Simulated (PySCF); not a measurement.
## Relaxation of triplet CuOBr

These are results of UPBE0 in PySCF with Cu def2-TZVP, O def2-TZVP, Br def2-TZVP; no relativity; density-fitted integrals, not measurements. A (50,194) grid was used.

A hand-made linear start, of C∞v symmetry, held to at least that symmetry:

```xyz
3
charge 0 multiplicity 3, angstrom
Cu    0.0000    0.0000   -0.9557
O     0.0000    0.0000   -2.6757
Br    0.0000    0.0000    1.3043
```

At each step, columns x, y, z (Å) and Fx, Fy, Fz (eV/Å):

```
step 0  E − E(last) = 3.05 kJ/mol
Cu   0.000   0.000  -0.956   0.000   0.000   0.610
O    0.000   0.000  -2.676   0.000   0.000   0.211
Br   0.000   0.000   1.304   0.000   0.000  -0.822
step 1  E − E(last) = 0.62 kJ/mol
Cu   0.000   0.000  -0.944   0.000   0.000   0.308
O    0.000   0.000  -2.658   0.000   0.000   0.083
Br   0.000   0.000   1.276   0.000   0.000  -0.391
step 2  E − E(last) = 0.01 kJ/mol
Cu   0.000   0.000  -0.934   0.000   0.000  -0.045
O    0.000   0.000  -2.643   0.000   0.000  -0.016
Br   0.000   0.000   1.251   0.000   0.000   0.061
step 3  E − E(last) = 0.00 kJ/mol
Cu   0.000   0.000  -0.935   0.000   0.000   0.004
O    0.000   0.000  -2.646   0.000   0.000   0.000
Br   0.000   0.000   1.254   0.000   0.000  -0.005
step 4  E − E(last) = 0.00 kJ/mol
Cu   0.000   0.000  -0.935   0.000   0.000   0.001
O    0.000   0.000  -2.645   0.000   0.000  -0.001
Br   0.000   0.000   1.254   0.000   0.000   0.000
```

It ends at C∞v with Cu–Br 2.189 Å, Cu–O 1.710 Å; Br–Cu–O 180.0°. A frequency run shows a minimum. Other isomers or separated fragments may lie lower.

Open d and f shells are described by one determinant, and the ground state may have another occupation or spin.
